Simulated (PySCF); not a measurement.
Job file and geometry (Å, from GFN2-xTB) of an NMR shielding run on `S[C@@H]1[C@H](C)[SiH2]SCC1`, C$_{5}$H$_{12}$S$_{2}$Si, PySCF 2.14.0, density-fitted response routines, GIAO PBE0/pcSseg-1 NMR shielding, non-relativistic, gas phase; density fitting, a coarse starting grid and PySCF grid level 2 are the driver's defaults:

```
$ OMP_NUM_THREADS=1 python probes_run.py task.json out

{"job": {"kind": "nmr", "xc": "PBE0", "basis": "pcSseg-1"}, "charge": 0, "multiplicity": 1}
C      1.197516     0.991512    -1.227163
C      1.074358     0.383856     0.169530
Si     1.389913    -1.502416     0.118596
S     -0.363086    -2.340322    -0.774933
C     -1.593922    -1.441889     0.240906
C     -1.490806     0.072294     0.134849
C     -0.271192     0.651580     0.843349
S     -0.538032     2.454581     1.140861
H      0.500473     0.534161    -1.926802
H      1.018749     2.065968    -1.204314
H      2.203824     0.831385    -1.607616
H      1.837885     0.850674     0.800873
H      1.523264    -2.020808     1.479407
H      2.488725    -1.859631    -0.759078
H     -1.479846    -1.772981     1.273515
H     -2.560427    -1.778255    -0.131367
H     -2.387639     0.495988     0.596575
H     -1.490727     0.364274    -0.917345
H     -0.235119     0.257960     1.865291
H     -0.829060     2.772747    -0.118168
```

**Question.** Write the output of this run.

**Answer.** 
```
coarse grid: 17744 points
cycle   1  E = -1282.8523786559  dE =  8.061e-01  |g| = 3.833e-01  |ddm| = 4.095e+00
cycle   2  E = -1282.8539517879  dE = -1.573e-03  |g| = 3.985e-01  |ddm| = 9.196e-01
cycle   3  E = -1282.8951862292  dE = -4.123e-02  |g| = 4.934e-02  |ddm| = 4.635e-01
cycle   4  E = -1282.8956560625  dE = -4.698e-04  |g| = 2.605e-02  |ddm| = 1.006e-01
cycle   5  E = -1282.8958213578  dE = -1.653e-04  |g| = 6.645e-03  |ddm| = 3.803e-02
cycle   6  E = -1282.8958310600  dE = -9.702e-06  |g| = 2.288e-03  |ddm| = 9.622e-03
final grid: 155928 points
cycle   7  E = -1282.9497402257  dE = -6.648e-05  |g| = 9.131e-03  |ddm| = 4.420e-02
cycle   8  E = -1282.9497245480  dE =  1.568e-05  |g| = 1.188e-02  |ddm| = 1.987e-02
cycle   9  E = -1282.9497604087  dE = -3.586e-05  |g| = 1.213e-03  |ddm| = 1.301e-02
cycle  10  E = -1282.9497607774  dE = -3.687e-07  |g| = 3.409e-04  |ddm| = 1.948e-03
cycle  11  E = -1282.9497608051  dE = -2.772e-08  |g| = 7.993e-05  |ddm| = 3.860e-04
cycle  12  E = -1282.9497608066  dE = -1.442e-09  |g| = 2.659e-05  |ddm| = 1.087e-04
cycle  13  E = -1282.9497608067  dE = -1.719e-10  |g| = 5.276e-06  |ddm| = 3.195e-05
converged SCF energy = -1282.9497608067

GIAO shielding tensors (ppm)
atom      isotropic    diamagn.    paramagn.     s11        s22        s33       span
  0 C      177.423     247.488     -70.066    168.822    175.691    187.756     18.934
  1 C      160.745     250.989     -90.244    150.772    162.375    169.087     18.315
  2 Si     372.722     879.428    -506.706    336.093    373.863    408.209     72.116
  3 S      690.313    1057.097    -366.785    505.517    668.043    897.378    391.861
  4 C      152.779     249.666     -96.887    137.709    153.934    166.694     28.985
  5 C      148.422     248.362     -99.940    133.494    137.540    174.232     40.737
  6 C      137.046     248.318    -111.272    120.512    135.259    155.366     34.855
  7 S      501.979    1056.190    -554.211    230.487    540.876    734.573    504.086
  8 H       30.428      30.668      -0.240     25.990     30.158     35.136      9.146
  9 H       30.266      30.819      -0.553     24.189     30.666     35.942     11.753
 10 H       30.806      29.474       1.332     25.599     27.985     38.834     13.234
 11 H       30.412      32.155      -1.743     26.494     27.938     36.804     10.310
 12 H       26.738      29.123      -2.385     22.464     24.749     33.001     10.538
 13 H       27.173      28.966      -1.793     23.414     24.630     33.476     10.063
 14 H       29.165      30.616      -1.452     23.805     28.300     35.389     11.585
 15 H       28.967      29.563      -0.596     22.107     27.769     37.023     14.916
 16 H       29.515      31.202      -1.687     22.466     30.838     35.240     12.774
 17 H       29.992      31.910      -1.918     27.732     29.711     32.532      4.800
 18 H       29.026      32.865      -3.839     24.250     29.718     33.111      8.861
 19 H       29.517      31.059      -1.542     23.259     28.720     36.574     13.315
```

**Question.** Turn these shieldings into chemical shifts. Chemical shifts δ = σref − σ; ¹³C (σ = 186.93 ppm), ²⁹Si (σ = 349.16 ppm), ¹H (σ = 31.72 ppm) against TMS; CS2 for ³³S (σ = 503.73 ppm), all at this level.

**Answer.** Averaging equivalent atoms: C 6: 49.9; C 5: 38.5; C 4: 34.1; C 1: 26.2; C 0: 9.5; Si 2: -23.6; S 7: 2; S 3: -187; H 12: 4.98; H 13: 4.54; H 15: 2.75; H 18: 2.69; H 14: 2.55; H 16: 2.20; H 19: 2.20; H 17: 1.73; H 11: 1.30; H 8/9/10: 1.22 ppm. 

Size and cost of the density-fitted run: 217 basis functions, 76 s wall time on 1 thread of an Arm Neoverse N1, shared host; peak memory 0.98 GiB.
